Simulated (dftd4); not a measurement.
dimethyl selenide (C2H6Se), singlet, at a GFN2-xTB geometry; dftd4 4.2.0 with D4 for bp86.

Here is a job for dftd4.
```
$ dftd4 mol.xyz --func bp86 --charge 0 --json dftd4.json --noedisp

# file mol.xyz
9

C      1.42745564    -0.35252996     0.80410118
Se     0.01857231     0.17766848    -0.43947715
C     -1.49174355    -0.26246801     0.71714532
H      1.32047632    -1.40944573     1.03668694
H      2.38153568    -0.17314924     0.31701118
H      1.35160354     0.24752203     1.70786870
H     -1.46408325    -1.32353763     0.95374167
H     -2.40230747    -0.02556005     0.17451211
H     -1.43295603     0.33343014     1.62492343
```

It wrote (shortened):

```
                    ____  _____ _____     ____  _  _
      -------------|  _ \|  ___|_   _|---|  _ \| || |------------
     |             | | | | |_    | | ___ | | | | || |_           |
     |             | |_| |  _|   | ||___|| |_| |__   _|          |
     |             |____/|_|     |_|     |____/   |_|            |
     |             ===================================           |
     |            E. Caldeweyher, S. Ehlert & S. Grimme          |
     |          Mulliken Center for Theoretical Chemistry        |
     |                    University of Bonn                     |
      -----------------------------------------------------------

Rational (Becke-Johnson) damping: bp86-D4-ATM
---------------------
  s6         1.0000
  s8         3.3550
  s9         1.0000
  a1         0.4365
  a2         4.9241
 alp        16.0000
--------------------

Dispersion energy:      -7.1807661917912E-03 Eh

[Info] JSON dump of results written to 'dftd4.json'
```
